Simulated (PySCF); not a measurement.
Compound: Zr(OH)2Cl2 (singlet state).
Bonds: Zr1–O2, Zr1–O4, Zr1–Cl6, Zr1–Cl7. Hydrogens: H3 on O2; H5 on O4.

Level of theory: PySCF 2.14.0, PBE0-D3(BJ)/def2-SVP geometry optimisation, gas phase, def2 core potentials past Kr.

(1) How far are the bound atoms from Zr1?

(2) List the angles at Zr1.

(3) What is the shape at Zr1?

(4) What are the other bond lengths?

(5) What are the rotational constants (commonest isotopes, rigid rotor)?

Results:

(1) 4 atoms: O4 1.894 Å, O2 1.894 Å, Cl7 2.358 Å, Cl6 2.358 Å. The nearest atom not counted as bound is H5, at 2.85 Å (others tie with it).

(2) 
```json
{"angle": "O2–Zr1–O4", "degrees": "111.5", "distance of the outer atoms (Å)": "3.13"}
{"angle": "Cl6–Zr1–Cl7", "degrees": "109.8", "distance of the outer atoms (Å)": "3.86"}
{"angle": "O4–Zr1–Cl6", "degrees": "109.2", "distance of the outer atoms (Å)": "3.48"}
{"angle": "O2–Zr1–Cl7", "degrees": "109.2", "distance of the outer atoms (Å)": "3.48"}
{"angle": "O2–Zr1–Cl6", "degrees": "108.6", "distance of the outer atoms (Å)": "3.47"}
{"angle": "O4–Zr1–Cl7", "degrees": "108.5", "distance of the outer atoms (Å)": "3.46"}
```

(3) Tetrahedral: angles from 108.5° to 111.5°; τ4 = (360° − α − β)/141° = 0.98 with α and β the two widest (0 for a square, 1 for a tetrahedron).

(4) O2–H3, O4–H5 0.957 Å.

(5) A = 2081, B = 1446, C = 1222 MHz: an asymmetric top.

Point group: C2v (every atom within 0.08 Å of its image). Charge 0, singlet. No frequency check.
